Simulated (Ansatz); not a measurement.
One change: `C[SiH](Cl)[SnH3]` becomes `C[SiH](Cl)[SbH2]`.

Ansatz, PBE0-D4/def2-TZVP geometries, multiplicity 1. 

Elements past krypton have def2 core potentials.

```json
{"property": "size of the dipole moment (ωB97M-V/def2-TZVPP) / D", "`C[SiH](Cl)[SnH3]`": "1.72"}
{"property": "LUMO energy (PBE/def2-TZVPP) / eV", "`C[SiH](Cl)[SnH3]`": "-1.10"}
{"property": "LUMO energy (PBE0/def2-TZVPP) / eV", "`C[SiH](Cl)[SnH3]`": "-0.28"}
{"property": "size of the dipole moment (B3LYP/def2-TZVPP) / D", "`C[SiH](Cl)[SnH3]`": "1.73"}
{"property": "HOMO energy (PBE/def2-TZVPP) / eV", "`C[SiH](Cl)[SnH3]`": "-6.56"}
{"property": "LUMO energy (B3LYP/def2-TZVPP) / eV", "`C[SiH](Cl)[SnH3]`": "-0.46"}
```

Problem. What does the change do to each property? (Estimate.)

Solution. Ansatz gave: 
```json
{"property": "size of the dipole moment (ωB97M-V/def2-TZVPP) / D", "`C[SiH](Cl)[SbH2]`": "1.54", "shift": "-0.18"}
{"property": "LUMO energy (PBE/def2-TZVPP) / eV", "`C[SiH](Cl)[SbH2]`": "-1.18", "shift": "-0.08"}
{"property": "LUMO energy (PBE0/def2-TZVPP) / eV", "`C[SiH](Cl)[SbH2]`": "-0.43", "shift": "-0.15"}
{"property": "size of the dipole moment (B3LYP/def2-TZVPP) / D", "`C[SiH](Cl)[SbH2]`": "1.50", "shift": "-0.23"}
{"property": "HOMO energy (PBE/def2-TZVPP) / eV", "`C[SiH](Cl)[SbH2]`": "-6.20", "shift": "0.36"}
{"property": "LUMO energy (B3LYP/def2-TZVPP) / eV", "`C[SiH](Cl)[SbH2]`": "-0.66", "shift": "-0.20"}
```

With PBE0 the HOMO rises by 0.45 eV and the LUMO falls by 0.15 eV, so the gap narrows by about 0.60 eV. PBE moves the HOMO by 0.36 eV and ωB97M-V by 0.48 eV. The zero-point energy changes by -17.2 kJ/mol with -3 modes. Dipoles are sizes alone; their direction can turn.

B3LYP here is the variant with VWN-RPA as its local correlation; programs differ in this.

Spin–orbit coupling is left out; it splits and shifts lone-pair levels of the heavy atoms by tenths of an eV.
